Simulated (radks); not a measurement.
Dipole-allowed excitations along the series with 2 electrons in [He]. Calculated with a radial shooting solver on a logarithmic mesh with Libxc functionals: scalar-relativistic Kohn-Sham, LDA (Slater exchange, Perdew-Wang correlation), spin-polarised, spherical densities, finite nucleus; Fermi nuclear charge, rms radius of each element as measured or else 0.836 A^(1/3) + 0.57 fm. Time-dependent linear response with the Hartree and adiabatic LDA kernel, continuum included through the Sternheimer equations, no spin-orbit coupling, so fine structure and intercombination lines are absent. Lines are the poles of the dipole polarisability below minus the highest occupied eigenvalue, found on a grid refined at the orbital gaps; the lowest seven at most are given, and weak or close lines can be missed. The first line takes the name of the lowest orbital gap if no other gap lies below it; otherwise a line is named after a gap within 0.6 % of it, if that gap stands alone.

| species | -e(HOMO) (eV) | lowest orbital gap (eV) | first line (eV) | f | static alpha (bohr^3) |
|---|---|---|---|---|---|
| Be2+ | 130.80 | 1s-2p 113.91 | 114.06 (1s-2p) | 0.399 | 0.05664 |
| B3+ | 229.19 | 1s-2p 193.07 | 193.48 (1s-2p) | 0.493 | 0.02092 |
| C4+ | 354.80 | 1s-2p 292.62 | 293.32 (1s-2p) | 0.553 | 0.009435 |
| N5+ | 507.66 | 1s-2p 412.61 | 413.63 (1s-2p) | 0.596 | 0.004859 |
